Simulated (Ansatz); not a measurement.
C2H6GeO, SMILES `[CH3][GeH2][CH]=O`, relaxed with RKS PBE0-D4/def2-TZVP in Ansatz from a PBE-D4/def2-SVP geometry. The force threshold is 0.005 eV/Å; the program also tests the step.

Charge 0, multiplicity 1.

Start:

```xyz
10

C     0.024   -1.244    0.818
Ge   -0.583    0.001   -0.570
C     0.608    1.630   -0.400
O     1.631    1.583    0.253
H    -0.074   -2.298    0.499
H     1.089   -1.013    1.019
H    -0.551   -1.094    1.753
H    -0.380   -0.571   -2.003
H    -2.075    0.419   -0.430
H     0.310    2.587   -0.938
```

(1) By how much does the energy fall, and how many steps does the optimiser take? (An estimate is asked.)

(2) Which bonds change most? (Estimate.)

(3) Give the relaxed structure. (Estimate.)

Answers

(1) The calculation gave: 0.05 eV, in 22 steps, 5 of them rejected.

(2) Computed: C3–H10 from 1.138 to 1.117 Å; C1–H6 from 1.109 to 1.090 Å; Ge2–C3 from 2.025 to 2.006 Å; C1–Ge2 from 1.961 to 1.944 Å.

(3) The calculation gave: 
```xyz
10

C     0.051   -1.270    0.791
Ge   -0.511   -0.017   -0.585
C     0.531    1.682   -0.350
O     1.347    1.809    0.522
H    -0.493   -2.211    0.700
H     1.119   -1.466    0.697
H    -0.137   -0.844    1.776
H    -0.237   -0.542   -2.009
H    -2.009    0.334   -0.488
H     0.340    2.527   -1.054
```
